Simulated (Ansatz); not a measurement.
Mulliken charges of C2H5AlClN, SMILES `[CH3][AlH][C](=N)Cl` from B3LYP/def2-TZVPP in Ansatz (PBE0-D4/def2-TZVP geometry).

| atom | x (Å) | y (Å) | z (Å) | charge (e) |
| --- | --- | --- | --- | --- |
| C1 | -1.784 | -0.494 | 0.133 | -0.430 |
| Al2 | 0.129 | -0.517 | 0.433 | 0.478 |
| C3 | 1.324 | 0.798 | -0.460 | -0.102 |
| N4 | 2.571 | 0.924 | -0.379 | -0.149 |
| Cl5 | 0.480 | 1.951 | -1.521 | -0.128 |
| H6 | -2.311 | -1.291 | 0.662 | 0.099 |
| H7 | -2.004 | -0.585 | -0.936 | 0.103 |
| H8 | -2.207 | 0.465 | 0.450 | 0.101 |
| H9 | 0.931 | -1.518 | 1.368 | -0.137 |
| H10 | 2.954 | 0.217 | 0.252 | 0.164 |

Problem. By hand: the dipole of these point charges (1 e Å = 4.8032 D).

Solution. Σ q r = (-0.052, -0.401, 0.316) e Å, of length 0.513 e Å = 2.46 D.

Problem. How does the dipole of the full density compare? (Best estimate.)

Solution. Computed: (-0.323, -0.467, 0.331) e Å, 3.16 D; the point charges give 0.78 times that, at 24° from its direction.

Point charges leave out the atoms' own dipoles, such as those of lone pairs, and Mulliken's split depends on the basis, so the two needn't agree.

B3LYP here is the variant with VWN-RPA as its local correlation; programs differ in this.
